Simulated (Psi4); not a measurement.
CH5BiO (SMILES C[O][BiH2]), singlet, at a GFN2-xTB geometry (such geometries of metal compounds can be far from the true shape) (core potentials on Bi); CAM-B3LYP/def2-QZVPPD (Psi4).

Input for Psi4:
```
memory 2 GB

molecule mol {
0 1
Bi   -0.289636    0.175094    0.277589
H    -1.361126   -0.704999   -0.836699
H    -0.185784    1.443317   -0.965438
O     1.441484   -0.815727   -0.452103
C     1.547613   -0.956585   -1.833723
H     1.567439    0.015954   -2.340747
H     2.485653   -1.481566   -2.030316
H     0.716064   -1.540209   -2.247493
}

set {
  basis def2-qzvppd
  reference rks
}

energy('cam-b3lyp')
print_variables()
```

Question: Write the output that Psi4 gives for this input, abridged.

Answer: 
```
   => Loading Basis Set <=

    Name: DEF2-QZVPPD
    Role: ORBITAL
    Keyword: BASIS

    !!!  WARNING: ECP capability is in beta. Please check occupations closely.  !!!

         ---------------------------------------------------------
                                   SCF
               by Justin Turney, Rob Parrish, Andy Simmonett
                          and Daniel G. A. Smith
                              RKS Reference
         ---------------------------------------------------------

  ==> Geometry <==

    Molecular point group: c1
    Full point group: C1

    Geometry (in Angstrom), charge = 0, multiplicity = 1:

       Center              X                  Y                   Z               Mass
    ------------   -----------------  -----------------  -----------------  -----------------
         BI          -0.224957969789     0.134685402714     0.193759084639   208.980399100000
         H           -1.296447969789    -0.745407597286    -0.920528915361     1.007825032230
         H           -0.121105969789     1.402908402714    -1.049267915361     1.007825032230
         O            1.506162030211    -0.856135597286    -0.535932915361    15.994914619570
         C            1.612291030211    -0.996993597286    -1.917552915361    12.000000000000
         H            1.632117030211    -0.024454597286    -2.424576915361     1.007825032230
         H            2.550331030211    -1.521974597286    -2.114145915361     1.007825032230
         H            0.780742030211    -1.580617597286    -2.331322915361     1.007825032230

  Running in c1 symmetry.

  Rotational constants: A =      0.94404  B =      0.09080  C =      0.08677 [cm^-1]
  Rotational constants: A =  28301.71040  B =   2722.15800  C =   2601.41972 [MHz]
  Nuclear repulsion =  134.621035089389409

  Charge       = 0
  Multiplicity = 1
  Electrons    = 42
  Nalpha       = 21
  Nbeta        = 21

  ==> Algorithm <==

  SCF Algorithm Type is DF.
  DIIS enabled.
  MOM disabled.
  Fractional occupation disabled.
  Guess Type is SAD.
  Energy threshold   = 1.00e-06
  Density threshold  = 1.00e-06
  Integral threshold = 1.00e-12

  ==> Primary Basis <==

  Basis Set: DEF2-QZVPPD
    Blend: DEF2-QZVPPD
    Number of shells: 118
    Number of basis functions: 382
    Number of Cartesian functions: 462
    Spherical Harmonics?: true
    Max angular momentum: 4

  Core potential: DEF2-QZVPPD
    Number of shells: 4
    Number of ECP primitives: 18
    Number of ECP core electrons: 60
    Max angular momentum: 3

  ==> DFT Potential <==

   => LibXC <=

    Version 7.1.2
    S. Lehtola, C. Steigemann, M. J. T. Oliveira, and M. A. L. Marques,  SoftwareX 7, 1–5 (2018) (10.1016/j.softx.2017.11.002)

   => Composite Functional: CAM-B3LYP <=

    CAM-B3LYP Hyb-GGA Exchange-Correlation Functional

    T. Yanai, D. P. Tew, and N. C. Handy,  Chem. Phys. Lett. 393, 51 (2004) (10.1016/j.cplett.2004.06.011)

    Deriv               =              1
    GGA                 =           TRUE
    Meta                =          FALSE

    Exchange Hybrid     =           TRUE
    MP2 Hybrid          =          FALSE

   => Exchange Functionals <=

    0.3500         Becke 88 [omega = 0.3300]
    0.4600   Short-range recipe for B88 functional - erf [omega = 0.3300]

   => Exact (HF) Exchange <=

    0.4600            HF,LR [omega = 0.3300]
    0.1900               HF

   => Correlation Functionals <=

    0.1900   Vosko, Wilk & Nusair (VWN5)
    0.8100   Lee, Yang & Parr

   => LibXC Density Thresholds  <==

    XC_HYB_GGA_XC_CAM_B3LYP:  1.00E-14

   => Molecular Quadrature <=

    Radial Scheme          =       TREUTLER
    Pruning Scheme         =           NONE
    Nuclear Scheme         =       TREUTLER

    Blocking Scheme        =         OCTREE
    BS radius alpha        =              1
    Pruning alpha          =              1
    Radial Points          =             75
    Spherical Points       =            302
    Total Points           =         173753
[...]
    Keyword: DF_BASIS_SCF

  ==> Integral Setup <==

  ==> DiskDFJK: Density-Fitted J/K Matrices <==

    J tasked:                  Yes
    K tasked:                  Yes
    wK tasked:                 Yes
    Omega:               3.300E-01
    Integrals threads:           1
    Algorithm:                Disk
    Integral Cache:           NONE
    Schwarz Cutoff:          1E-12
    Fitting Condition:       1E-10

   => Auxiliary Basis Set <=

  Basis Set: (DEF2-QZVPPD AUX)
    Blend: DEF2-UNIVERSAL-JKFIT
    Number of shells: 133
    Number of basis functions: 493
    Number of Cartesian functions: 643
    Spherical Harmonics?: true
    Max angular momentum: 6

  Minimum eigenvalue in the overlap matrix is 9.0686101076E-07.
  Reciprocal condition number of the overlap matrix is 7.2734684626E-08.
    Using symmetric orthogonalization.

  ==> Pre-Iterations <==

  SCF Guess: Superposition of Atomic Densities via on-the-fly atomic UHF (no occupation information).

   -------------------------
    Irrep   Nso     Nmo
   -------------------------
     A        382     382
   -------------------------
    Total     382     382
   -------------------------

  ==> Iterations <==

                           Total Energy        Delta E     RMS |[F,P]|

   @DF-RKS iter SAD:  -328.90016411516666   -3.28900e+02   0.00000e+00
   @DF-RKS iter   1:  -330.50315262345322   -1.60299e+00   2.62889e-03 ADIIS/DIIS
   @DF-RKS iter   2:  -330.20284455753381    3.00308e-01   3.59531e-03 ADIIS/DIIS
   @DF-RKS iter   3:  -330.87536285233836   -6.72518e-01   9.97203e-04 ADIIS/DIIS
   @DF-RKS iter   4:  -330.92370472616824   -4.83419e-02   1.06511e-04 ADIIS/DIIS
   @DF-RKS iter   5:  -330.92419309694350   -4.88371e-04   4.09207e-05 DIIS
   @DF-RKS iter   6:  -330.92428453441380   -9.14375e-05   1.58119e-05 DIIS
   @DF-RKS iter   7:  -330.92429859705220   -1.40626e-05   2.00173e-06 DIIS
   @DF-RKS iter   8:  -330.92429909031102   -4.93259e-07   6.80306e-07 DIIS
  Energy and wave function converged.

  ==> Post-Iterations <==

   Electrons on quadrature grid:
      Ntotal   =   41.9999126385 ; deviation = -8.736e-05

    Orbital Energies [Eh]
    ---------------------

    Doubly Occupied:

[...]
    Virtual:

[...]
     382A    253.081511

    Final Occupation by Irrep:
              A
    DOCC [    21 ]
    NA   [    21 ]
    NB   [    21 ]

  @DF-RKS Final Energy:  -330.92429909031102

   => Energetics <=

    Nuclear Repulsion Energy =            134.6210350893894088
    One-Electron Energy =                -799.2276438500911127
    Two-Electron Energy =                 357.4186157701500406
    DFT Exchange-Correlation Energy =     -23.7363060997594033
    Empirical Dispersion Energy =           0.0000000000000000
    VV10 Nonlocal Energy =                  0.0000000000000000
    Total Energy =                       -330.9242990903110240

Computation Completed

Properties will be evaluated at   0.000000,   0.000000,   0.000000 [a0]

Properties computed using the SCF density matrix

 Multipole Moments:

 ------------------------------------------------------------------------------------
     Multipole            Electronic (a.u.)      Nuclear  (a.u.)        Total (a.u.)
 ------------------------------------------------------------------------------------

 L = 1.  Multiply by 2.5417464519 to convert [e a0] to [Debye]
 Dipole X            :        -38.6442212           37.9733761           -0.6708450
 Dipole Y            :         23.4450052          -23.0600030            0.3850022
 Dipole Z            :         38.4275609          -38.1274251            0.3001358
 Magnitude           :                                                    0.8296633

 ------------------------------------------------------------------------------------

  Variable Map:
  ----------------------------------------------------------------------------
[...]
  Array Variable Map:
  ----------------------------------------------------------------------------
[...]
[...]
```
